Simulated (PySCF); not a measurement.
Computed shifts of a molecule C₅H₅FSi, PySCF with PBE/pcSseg-1, GIAO, gas phase, equivalent atoms averaged, in ppm (number of nuclei): ¹³C: 100.0 (2), 87.1 (2), 4.6 (1). ²⁹Si: -29.8 (1). ¹⁹F: -191.3 (1). ¹H: 2.58 (2), 0.75 (3). References: ¹³C against TMS (σ = 182.0 ppm); ²⁹Si against TMS (σ = 335.4 ppm); ¹⁹F against CFCl3 (σ = 133.6 ppm); ¹H against TMS (σ = 31.49 ppm), references at their B3LYP-D3(BJ)/def2-TZVP geometries, non-relativistic. Coordinates come from a ωB97X-D3(BJ)/def2-SVP optimisation. Other conformers were not sampled.

Q: Identify the compound among the candidates.
A) C#C[Si](C)(F)C#C
B) C#CC[Si@@H](F)C#C
C) C#CC1=C[Si@@H](F)C1
D) C#C[SiH2][C@H](F)C#C

A: A, C#C[Si](C)(F)C#C
